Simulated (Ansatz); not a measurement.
`[NH2][W](=[O])(=[O])[OH]` + CH₄ → `[CH3][W]([NH2])(=[O])=[O]` + H₂O at 600 K and 1 bar (formal exchange of groups at a W–O bond).

Isolated molecules relaxed with PBE0-D4/def2-TZVP in Ansatz; ΔE leaves out vibrations. CCSD(T)/CBS adds triple-zeta CCSD(T) − MP2 to the extrapolated MP2 energy (def2 sets, frozen cores). This one scheme is used for every species. def2 core potentials past Kr. For W outer-core shells are correlated without core-valence functions, which leaves a few kJ/mol of doubt a bond. Each species was taken in one conformer, which may not be the lowest.

```csv
species,CCSD(T)/CBS energy (Eh),H − E (kJ/mol),S (J/(mol·K))
`[NH2][W](=[O])(=[O])[OH]`,-349.16250,177.0,435.1
CH₄,-40.46206,140.4,215.7
`[CH3][W]([NH2])(=[O])=[O]`,-313.20736,241.4,450.4
H₂O,-76.37941,76.8,212.8
```

H − E and S are ideal-gas, rigid-rotor, harmonic terms from PBE0-D4/def2-TZVP, for one conformer and one mirror image of each species. 1 Eh = 2625.50 kJ/mol, R = 8.31446 J/(mol·K).

**Question.** By hand: ΔE, ΔH, ΔS and ΔG.

**Answer.** ΔE = (-313.20736) + (-76.37941) − (-349.16250) − (-40.46206) = 0.03779 Eh = 99.2 kJ/mol. Δ(H − E) = 241.4 + 76.8 − 177.0 − 140.4 = 0.8, so ΔH = 100.0 kJ/mol. ΔS = 450.4 + 212.8 − 435.1 − 215.7 = 12.4 J/(mol·K). ΔG = 100.0 − 600 × (12.4)/1000 = 92.6 kJ/mol.

**Question.** By hand: the equilibrium constant, and the temperature at which ΔG would vanish if ΔH and ΔS stayed fixed.

**Answer.** log₁₀ K = −ΔG/(RT ln 10) = -8.1. ΔG = 0 at ΔH/ΔS = 8065 K, far beyond where these terms or the molecules hold.

The number of gas molecules stays the same, so ΔS is small and ΔH decides. A doubt of 5 kJ/mol in ΔE shifts log₁₀ K by 0.4 here. Other conformers and mirror images would add mixing entropy, several J/(mol·K) or more a flexible species. These are equilibria of isolated gas molecules and say nothing of rates. Largest T1 diagnostic: 0.022 (customary marks: 0.02 for closed shells, 0.045 for open ones).
